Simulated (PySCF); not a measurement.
# Spin states and ions at one geometry of [TlS]+

PySCF 2.14.0, RKS B3LYP, Tl def2-SVP with ECP60, S def2-SVP; non-relativistic Hamiltonian with scalar-relativistic core potentials where named; density fitting; no spin-orbit coupling; singlets restricted, open shells unrestricted. The geometry is relaxed for charge +1, singlet, vacuum:

```xyz
2

Tl    0.0000    0.0000   -0.4144
S     0.0000    0.0000    2.0082
```

Energies count from the relaxed state; an electron taken off or put on is at rest in vacuum. Charges and spins are Mulliken's.

```tsv
state	energy (eV)	spin squared	charge on Tl1 (e)	spin on Tl1 (e)	dipole about the centre of mass (D)
charge +1, singlet, vacuum	0.00	0.00	0.89	0.00	1.52
charge +2, doublet, vacuum	15.49	0.76	1.34	-0.03	3.15
charge 0, doublet, vacuum	-9.52	0.76	0.30	0.28	3.80
```

Task: What does the state charge +1, triplet, vacuum give?

Result: energy (eV) -1.04, spin squared 2.01, charge on Tl1 (e) 0.80, spin on Tl1 (e) 0.34, dipole about the centre of mass (D) 0.47.

With an electron taken off (doublet) the charges change, summed by element, by Tl +0.45 e, S +0.55 e. The vertical ionisation energy is 15.49 eV, against −ε(HOMO) = 12.92 eV of the relaxed state. The level lies 2.6 eV too high, as is usual for semilocal functionals and global hybrids, which keep a self-interaction error.

With an electron put on (doublet) the charges change, summed by element, by Tl -0.59 e, S -0.41 e. The vertical electron affinity is 9.52 eV, against −ε(LUMO) = 12.00 eV of the relaxed state.

Open shells may have lower solutions than those found. A restricted singlet can lie too high where a spin-broken solution exists, which wasn't tested: charge +1, singlet, vacuum.

The relaxed state isn't the lowest spin state tried at its geometry. The gap of the closed shell is small, and it wasn't tested for a lower spin-broken solution at this geometry.
